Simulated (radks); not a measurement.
Values are calculated unless marked as measured or tabulated.
Spherical quantum dot in the effective-mass picture: electrons in a hard-walled sphere of radius 4.25, all in effective atomic units (hartree* = m*/eps^2 hartree, bohr* = eps/m* bohr), one dielectric constant everywhere. Level of theory: non-relativistic Kohn-Sham, PBEsol, spin-polarised, spherical densities (a radial shooting solver with Libxc functionals). Levels are named by radial order and angular momentum (1s, 1p, 1d, 2s, ...), and open shells are averaged over m. Results are scaled to m* = 0.098 and eps = 10.3, for which hartree* = 25.14 meV and bohr* = 5.562 nm.

N = 28, configuration 1s2 1p6 1d10 1f(up 7, down 3). This is the lowest configuration that the search found. Occupied and some empty levels:

| level | occupation | eigenvalue (meV) | <r> (nm) |
|---|---|---|---|
| 1s up | 1 | 212.58 | 16.64 |
| 1s down | 1 | 213.45 | 16.58 |
| 1p up | 3 | 215.82 | 17.06 |
| 1p down | 3 | 216.72 | 17.02 |
| 1d up | 5 | 221.66 | 17.47 |
| 1d down | 5 | 222.60 | 17.45 |
| 1f up | 7 | 229.82 | 17.83 |
| 1f down | 3 | 230.78 | 17.82 |
| 1g up | 0 | 240.12 | 18.15 |
| 2s up | 0 | 240.21 | 10.62 |
| 2s down | 0 | 240.50 | 10.61 |
| 1g down | 0 | 241.10 | 18.14 |
| 2p up | 0 | 251.40 | 12.42 |
| 2p down | 0 | 251.80 | 12.39 |
| 2d up | 0 | 265.11 | 13.54 |
| 2d down | 0 | 265.62 | 13.52 |

Energy (meV): total 3421.26, kinetic 805.37, external 0, Hartree 2915.7, exchange-correlation -299.86.

Electron density:

| r (nm) | n(r) (e/nm^3) |
|---|---|
| 0.707 | 9.903e-06 |
| 1.88 | 0.00001151 |
| 3.06 | 0.00001514 |
| 4.23 | 0.00002177 |
| 5.41 | 0.00003312 |
| 6.58 | 0.00005193 |
| 7.75 | 0.00008211 |
| 8.93 | 0.0001290 |
| 10.1 | 0.0001981 |
| 11.3 | 0.0002951 |
| 12.5 | 0.0004229 |
| 13.6 | 0.0005782 |
| 14.8 | 0.0007474 |
| 16.0 | 0.0008991 |
| 17.2 | 0.0009885 |
| 18.3 | 0.0009654 |
| 19.5 | 0.0007985 |
| 20.7 | 0.0005138 |
| 21.9 | 0.0002121 |
| 23.0 | 0.00002581 |
